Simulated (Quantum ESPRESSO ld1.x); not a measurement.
Ar, configuration [Ne] 3s2 3p5 7s1 (not the ground configuration). Calculated with ld1.x of Quantum ESPRESSO 7.5: scalar-relativistic Kohn-Sham, LDA (Slater exchange, VWN5 correlation), spin-unpolarised, spherical densities, point nucleus. Some entries of the table are withheld. Estimate them.

orbital,occ.,eigenvalue (hartree),<r^2> (bohr^2),<1/r> (bohr^-1)
1s,2,(1),(2),17.65
2s,2,-11.3461,0.2049,3.542
2p,6,-8.9187,0.1769,3.450
3s,2,-1.3065,(3),1.018
3p,5,(4),2.861,0.8813
7s,1,-0.0168,1175,0.04178

Answer. 
(1) 1s eigenvalue (hartree): -114.7837
(2) 1s <r^2> (bohr^2): 0.009936
(3) 3s <r^2> (bohr^2): 2.173
(4) 3p eigenvalue (hartree): -0.7762
